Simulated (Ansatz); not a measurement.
Geometry optimisation, RKS PBE/def2-SVP in Ansatz 0.2.0.

Input:

```yaml
crystal:
  periodic: [false, false, false]
  atoms:
    - { symbol: Ge, position_ang: [-0.020497, 0.048693, 0.09266] }
    - { symbol: O, position_ang: [-0.060044, 0.102463, 1.856286] }
    - { symbol: H, position_ang: [-0.909439, -0.254322, 2.18964] }
    - { symbol: F, position_ang: [1.45166, 0.620231, -0.569203] }
    - { symbol: F, position_ang: [-1.297092, 0.978787, -0.604587] }
    - { symbol: F, position_ang: [-0.409764, -1.582799, -0.565114] }
    - { symbol: O, position_ang: [1.603137, -2.138355, 1.2414] }
    - { symbol: Al, position_ang: [0.293135, -3.143762, 0.628451] }
    - { symbol: H, position_ang: [0.712365, -4.216805, -0.46678] }
    - { symbol: H, position_ang: [-1.01644, -3.23611, 1.56415] }
    - { symbol: H, position_ang: [1.408679, -1.54902, 2.011396] }
basis:
  gaussian: { orbitals: def2-SVP }
hamiltonian:
  xc: pbe
relax:
  f_tol: 0.03
  max_steps: 50
```

Run as:

```bash
$ ansatz run input.yaml --threads 4 --pin off --max-ram 5120MiB --backend cpu --events-out ev --progress --plain --runs-dir out
```

Where does it end, and by what steps?

It converged. The force dipped under the threshold on the way, but the program's further checks kept it going. After 28 steps the energy has fallen by 0.949 eV; H3 moved furthest, 1.96 Å. Joined: Ge1–O7 (2.96 → 1.88 Å).

```json
{"step": "0", "energy less start (eV)": "0.0000", "largest force component (eV/Å)": "0.699", "accepted": "yes"}
{"step": "1", "energy less start (eV)": "-0.0732", "largest force component (eV/Å)": "1.214", "accepted": "yes"}
{"step": "2", "energy less start (eV)": "-0.2088", "largest force component (eV/Å)": "1.745", "accepted": "yes"}
{"step": "3", "energy less start (eV)": "-0.4364", "largest force component (eV/Å)": "1.574", "accepted": "yes"}
{"step": "4", "energy less start (eV)": "-0.5609", "largest force component (eV/Å)": "1.285", "accepted": "yes"}
{"step": "5", "energy less start (eV)": "-0.7054", "largest force component (eV/Å)": "1.089", "accepted": "yes"}
{"step": "6", "energy less start (eV)": "-0.7722", "largest force component (eV/Å)": "1.166", "accepted": "yes"}
{"step": "7", "energy less start (eV)": "-0.8178", "largest force component (eV/Å)": "0.538", "accepted": "yes"}
{"step": "8", "energy less start (eV)": "-0.8551", "largest force component (eV/Å)": "0.380", "accepted": "yes"}
{"step": "9", "energy less start (eV)": "-0.8833", "largest force component (eV/Å)": "0.158", "accepted": "yes"}
{"step": "10", "energy less start (eV)": "-0.8958", "largest force component (eV/Å)": "0.262", "accepted": "yes"}
{"step": "11", "energy less start (eV)": "-0.8891", "largest force component (eV/Å)": "0.390", "accepted": "no"}
{"step": "12", "energy less start (eV)": "-0.9068", "largest force component (eV/Å)": "0.094", "accepted": "yes"}
{"step": "13", "energy less start (eV)": "-0.9097", "largest force component (eV/Å)": "0.084", "accepted": "yes"}
{"step": "14", "energy less start (eV)": "-0.9113", "largest force component (eV/Å)": "0.102", "accepted": "yes"}
{"step": "15", "energy less start (eV)": "-0.9127", "largest force component (eV/Å)": "0.053", "accepted": "yes"}
{"step": "16", "energy less start (eV)": "-0.9139", "largest force component (eV/Å)": "0.050", "accepted": "yes"}
{"step": "17", "energy less start (eV)": "-0.9156", "largest force component (eV/Å)": "0.081", "accepted": "yes"}
{"step": "18", "energy less start (eV)": "-0.9169", "largest force component (eV/Å)": "0.189", "accepted": "yes"}
{"step": "19", "energy less start (eV)": "-0.9199", "largest force component (eV/Å)": "0.140", "accepted": "yes"}
{"step": "20", "energy less start (eV)": "-0.9281", "largest force component (eV/Å)": "0.445", "accepted": "yes"}
{"step": "21", "energy less start (eV)": "-0.9314", "largest force component (eV/Å)": "0.455", "accepted": "yes"}
{"step": "22", "energy less start (eV)": "-0.9182", "largest force component (eV/Å)": "0.889", "accepted": "no"}
{"step": "23", "energy less start (eV)": "-0.9468", "largest force component (eV/Å)": "0.091", "accepted": "yes"}
{"step": "24", "energy less start (eV)": "-0.9456", "largest force component (eV/Å)": "0.125", "accepted": "no"}
{"step": "25", "energy less start (eV)": "-0.9483", "largest force component (eV/Å)": "0.022", "accepted": "yes"}
{"step": "26", "energy less start (eV)": "-0.9489", "largest force component (eV/Å)": "0.044", "accepted": "yes"}
{"step": "27", "energy less start (eV)": "-0.9491", "largest force component (eV/Å)": "0.034", "accepted": "yes"}
{"step": "28", "energy less start (eV)": "-0.9493", "largest force component (eV/Å)": "0.026", "accepted": "yes"}
```

```xyz
11
Properties=species:S:1:pos:R:3
Ge 0.032 -0.281 0.479
O 0.401 0.685 1.936
H -0.110 1.517 1.942
F 1.118 0.281 -0.752
F -1.641 0.119 0.201
F -0.350 -1.882 -0.763
O 0.639 -1.821 1.367
Al 0.227 -3.299 0.214
H 1.566 -3.919 -0.381
H -0.989 -4.122 0.833
H 0.863 -1.652 2.302
```

Whether the end is a true minimum wasn't checked by a vibrational analysis.

Run time: 61 s on 4 threads of Arm Neoverse V2, with other jobs on the host, peak memory 0.22 GiB.
